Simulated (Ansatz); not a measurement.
Born–Oppenheimer molecular dynamics of ClFH4Si2 (8 atoms, charge 0, multiplicity 1). It starts at the highest image of a converged band. Of that band: The profile has 2 maxima (images 1, 4) with wells between them (image 2): this band takes more than one step, which may be the mechanism or a detour left from its start path. Neighbouring images differ by up to 2.4 eV, so the band resolves the path poorly. A vibrational analysis at the climbing image gives 2 clearly imaginary modes (104i, 87i cm⁻¹): a point of higher order, so a lower path passes nearby.

These are results of RKS B3LYP/6-31G* in Ansatz, not measurements.

```
ensemble                      : NVE (velocity Verlet)
time step                     : 0.5 fs
steps asked                   : 200
starting velocities drawn for : 300 K
seed                          : 5841
```

Frames 5 fs apart, positions in Å, forces in eV/Å.

Velocities at 40 fs (Å/ps):

```
Si -0.40 1.32 0.11
F -0.05 -1.02 0.82
H 15.49 3.94 -1.37
Si 0.73 3.24 -2.25
H -9.27 -28.19 21.71
H 8.69 -14.31 4.18
H -16.96 -22.89 -0.18
Cl -0.17 -1.32 0.56
```

```xyz
8
Properties=species:S:1:pos:R:3:forces:R:3 time_fs=40 energy_less_start_eV=0.059 T=224
Si -0.333 -0.444 -0.741 0.14 -0.41 -0.23
F 1.615 0.288 0.339 0.64 -0.51 0.01
H 2.268 -0.412 0.262 -0.71 0.62 0.03
Si -1.254 1.789 -0.860 -0.38 -0.45 0.67
H -2.000 1.901 -2.127 -0.04 0.07 -0.36
H -2.191 2.174 0.228 -0.05 0.04 0.08
H -0.135 2.728 -0.828 0.44 0.45 -0.16
Cl -1.172 -1.265 1.052 -0.03 0.19 -0.03
8
Properties=species:S:1:pos:R:3:forces:R:3 time_fs=45 energy_less_start_eV=0.116 T=151
Si -0.334 -0.439 -0.742 0.14 -0.45 -0.21
F 1.617 0.281 0.344 -0.78 0.99 0.23
H 2.284 -0.348 0.255 0.73 -0.86 -0.17
Si -1.253 1.801 -0.867 -0.33 -0.93 0.84
H -2.068 1.779 -2.096 0.01 0.28 -0.39
H -2.160 2.114 0.264 -0.06 0.20 0.06
H -0.116 2.718 -0.854 0.31 0.55 -0.28
Cl -1.173 -1.271 1.055 -0.01 0.23 -0.08
8
Properties=species:S:1:pos:R:3:forces:R:3 time_fs=50 energy_less_start_eV=0.186 T=61
Si -0.334 -0.438 -0.744 0.19 -0.41 -0.14
F 1.617 0.280 0.350 0.70 -0.41 -0.02
H 2.330 -0.351 0.226 -0.78 0.52 0.06
Si -1.254 1.806 -0.868 0.37 0.06 0.09
H -2.124 1.722 -2.138 0.54 0.36 0.56
H -2.139 2.100 0.308 0.11 0.24 -0.24
H -0.046 2.816 -0.940 -1.13 -0.64 -0.14
Cl -1.174 -1.276 1.057 0.00 0.28 -0.15
8
Properties=species:S:1:pos:R:3:forces:R:3 time_fs=55 energy_less_start_eV=0.064 T=218
Si -0.333 -0.441 -0.747 0.15 -0.34 -0.04
F 1.620 0.279 0.357 -0.34 0.48 0.16
H 2.306 -0.331 0.189 0.28 -0.38 -0.14
Si -1.254 1.810 -0.867 -0.07 -0.74 0.61
H -2.079 1.745 -2.086 -0.24 0.13 -0.29
H -2.100 2.143 0.307 -0.06 0.23 -0.02
H -0.190 2.803 -1.063 0.26 0.33 -0.07
Cl -1.175 -1.278 1.058 0.03 0.30 -0.22
8
Properties=species:S:1:pos:R:3:forces:R:3 time_fs=60 energy_less_start_eV=0.067 T=214
Si -0.330 -0.446 -0.751 0.12 -0.22 0.07
F 1.622 0.280 0.365 0.02 0.06 0.01
H 2.287 -0.348 0.138 -0.08 0.00 -0.01
Si -1.253 1.808 -0.861 -0.21 -0.41 0.27
H -2.080 1.799 -2.084 -0.40 -0.15 -0.20
H -2.072 2.239 0.298 -0.08 0.10 0.06
H -0.290 2.855 -1.203 0.59 0.31 0.09
Cl -1.176 -1.278 1.058 0.05 0.31 -0.28
8
Properties=species:S:1:pos:R:3:forces:R:3 time_fs=65 energy_less_start_eV=0.163 T=92
Si -0.327 -0.453 -0.754 0.06 -0.08 0.19
F 1.624 0.283 0.374 0.35 -0.42 -0.23
H 2.253 -0.372 0.079 -0.40 0.43 0.20
Si -1.254 1.803 -0.854 -0.07 1.25 -0.98
H -2.159 1.820 -2.112 0.28 -0.26 0.75
H -2.057 2.355 0.296 0.15 -0.18 -0.17
H -0.273 2.954 -1.313 -0.44 -1.05 0.57
Cl -1.176 -1.277 1.056 0.06 0.30 -0.32
8
Properties=species:S:1:pos:R:3:forces:R:3 time_fs=70 energy_less_start_eV=0.081 T=196
Si -0.323 -0.461 -0.755 -0.06 0.12 0.27
F 1.627 0.284 0.381 -0.65 0.63 0.27
H 2.193 -0.363 0.041 0.65 -0.65 -0.31
Si -1.257 1.808 -0.853 -0.33 0.01 0.03
H -2.197 1.783 -2.003 -0.24 -0.22 -0.13
H -2.014 2.434 0.266 0.02 -0.19 0.18
H -0.322 2.853 -1.309 0.55 0.07 -0.01
Cl -1.176 -1.273 1.051 0.05 0.23 -0.29
8
Properties=species:S:1:pos:R:3:forces:R:3 time_fs=75 energy_less_start_eV=0.069 T=212
Si -0.319 -0.468 -0.755 -0.11 0.33 0.30
F 1.627 0.287 0.388 0.53 -0.79 -0.54
H 2.183 -0.391 -0.012 -0.52 0.76 0.48
Si -1.262 1.812 -0.853 -0.26 -0.68 0.35
H -2.282 1.696 -1.912 -0.20 0.00 -0.37
H -1.962 2.469 0.276 0.01 -0.11 0.30
H -0.250 2.757 -1.306 0.55 0.37 -0.32
Cl -1.176 -1.268 1.044 0.01 0.12 -0.20
8
Properties=species:S:1:pos:R:3:forces:R:3 time_fs=80 energy_less_start_eV=0.148 T=111
Si -0.316 -0.472 -0.751 -0.15 0.43 0.19
F 1.629 0.287 0.393 -0.59 0.59 0.31
H 2.150 -0.357 -0.020 0.65 -0.62 -0.36
Si -1.268 1.812 -0.850 0.38 -0.02 -0.49
H -2.395 1.613 -1.888 0.68 0.37 0.36
H -1.904 2.475 0.342 0.20 -0.16 -0.16
H -0.085 2.724 -1.360 -1.11 -0.62 0.21
Cl -1.176 -1.262 1.037 -0.04 0.03 -0.06
8
Properties=species:S:1:pos:R:3:forces:R:3 time_fs=85 energy_less_start_eV=0.078 T=200
Si -0.315 -0.473 -0.747 -0.10 0.46 0.04
F 1.628 0.288 0.397 0.29 -0.43 -0.35
H 2.177 -0.358 -0.041 -0.26 0.42 0.31
Si -1.272 1.810 -0.850 0.30 -1.08 0.46
H -2.382 1.607 -1.810 -0.10 0.30 -0.28
H -1.807 2.446 0.385 0.04 0.02 -0.02
H -0.130 2.582 -1.384 -0.06 0.37 -0.27
Cl -1.176 -1.255 1.028 -0.12 -0.07 0.11
8
Properties=species:S:1:pos:R:3:forces:R:3 time_fs=90 energy_less_start_eV=0.070 T=210
Si -0.314 -0.469 -0.741 -0.03 0.36 -0.18
F 1.627 0.287 0.400 -0.01 -0.01 -0.07
H 2.199 -0.325 -0.034 0.01 0.04 0.04
Si -1.274 1.799 -0.847 0.23 -1.32 0.56
H -2.387 1.673 -1.788 -0.46 0.15 -0.33
H -1.698 2.423 0.423 -0.08 0.17 0.11
H -0.187 2.521 -1.472 0.50 0.72 -0.39
Cl -1.177 -1.250 1.021 -0.18 -0.12 0.26
8
Properties=species:S:1:pos:R:3:forces:R:3 time_fs=95 energy_less_start_eV=0.104 T=167
Si -0.314 -0.463 -0.738 0.08 0.14 -0.39
F 1.627 0.286 0.401 -0.33 0.34 0.19
H 2.229 -0.289 -0.021 0.31 -0.28 -0.20
Si -1.273 1.778 -0.840 0.53 0.38 -1.04
H -2.469 1.775 -1.819 0.52 0.00 0.68
H -1.604 2.434 0.472 -0.01 0.00 -0.31
H -0.169 2.597 -1.622 -0.87 -0.49 0.74
Cl -1.179 -1.244 1.015 -0.22 -0.10 0.33
```

Of the whole run (100 fs, mean temperature of the second half 173 K): The conserved energy stayed within 0.18 meV per atom of its start (net change 0.041 meV per atom), so the integration is sound. A run of 0.1 ps of so small a system gives no equilibrium averages. The orbitals stay closed-shell, which can raise the energy where a bond breaks towards radicals; this wasn't checked here.

The run took 4.1 min on 1 thread of AMD EPYC 9R45 96-Core Processor (Zen 5) (shared host), peak memory 0.17 GiB.
